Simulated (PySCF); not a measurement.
**Question.** What does the GFN2-xTB structure of `N#Cc1ccnc(N)c1` look like in three dimensions?

**Answer.** 
```xyz
14
C6H5N3 angstrom
N      3.2643   -1.8493   -0.3182
C      2.3349   -1.1876   -0.2119
C      1.1888   -0.3663   -0.0795
C      1.3292    1.0111    0.1326
C      0.1714    1.7551    0.2575
N     -1.0458    1.2449    0.1887
C     -1.1826   -0.0646   -0.0203
N     -2.4542   -0.5271   -0.1409
C     -0.0794   -0.9209   -0.1590
H      2.3048    1.4640    0.1973
H      0.2111    2.8230    0.4277
H     -2.6339   -1.5129   -0.0774
H     -3.1925    0.1085    0.1061
H     -0.2169   -1.9783   -0.3249
```

Orientation and origin are arbitrary. Atoms count from 1 in this order. The 9 heavy atoms lie in one plane (0.013 Å rms). Of the pairs four or more bonds apart, H12···H14 is among the closest relative to their van der Waals radii: 2.47 Å, 103 % of the sum of Bondi's values. The 4 C–N bonds span 1.146 Å (N1≡C2, drawn triple) to 1.358 Å (C7–N8, drawn single), a spread of 0.212 Å. The C–C distances run from 1.382 Å (C4–C5, aromatic) to 1.416 Å (C2–C3, drawn single), a spread of 0.034 Å.

Bonds between heavy atoms (Å): N1≡C2 1.146, C2–C3 1.416, C3–C4 1.401, C4–C5 1.382, C5–N6 1.322, N6–C7 1.333, C7–N8 1.358, C7–C9 1.403, C3–C9 1.386.

The geometry is computed with GFN2-xTB (gas phase).

Point group: near Cs, missed by 0.24 Å at most; the miss may be what the optimiser left on a soft mode. No frequency check.
